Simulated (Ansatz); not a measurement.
The same path of ClF2H3NOTa + ClH (11 atoms, charge 0, multiplicity 1) was run twice with different band settings. Lost on the way: Cl10–H11. Made: Ta1–Cl10, N2–H11.

The calculation used RKS B3LYP/def2-SVP (Ansatz 0.2.0).

Relaxed end points:

```xyz
11
Properties=species:S:1:pos:R:3
Ta -0.001 -0.336 0.065
N 1.962 0.036 -0.254
H 2.610 0.041 0.535
H 2.448 -0.216 -1.113
F 0.555 -0.168 1.874
Cl -0.033 -1.012 -2.199
O -0.990 1.242 -0.075
H -0.662 2.143 -0.267
F -0.997 -1.862 0.561
Cl 1.450 3.261 -0.684
H 1.836 2.003 -0.541
```

```xyz
11
Properties=species:S:1:pos:R:3
Ta 0.114 0.643 -0.119
N 2.356 -0.081 -0.250
H 2.643 -0.495 0.641
H 2.495 -0.779 -0.984
F 0.696 0.915 1.674
Cl 0.097 0.000 -2.414
O -1.656 1.176 0.046
H -2.562 1.493 0.085
F -0.067 -1.196 0.339
Cl 1.076 2.755 -0.672
H 2.986 0.701 -0.445
```

Common settings: spring 5.0 eV/Å²; optimiser quadratic models (default); start path through a guess of the saddle point; force threshold 0.05 eV/Å; iteration limit 60; end points relaxed.

| run | movable images | climbing image |
| --- | --- | --- |
| 1 | 9 | yes |
| 2 | 2 | no |

Problem. What does each run give, and how far can it be trusted?

Solution. Run 1: converged after 29 iterations, highest image 0.191 eV above the first end. A vibrational analysis at the climbing image gives one clearly imaginary mode, 398i cm⁻¹: a first-order saddle point.
Run 2: converged after 19 iterations, highest image 0.171 eV above the first end. No image climbed, so the highest image needn't sit at the top of the path. So few images can step over the top or miss a turn of the path.
The orbitals stay closed-shell, which can raise the energy where a bond breaks towards radicals; this wasn't checked here.
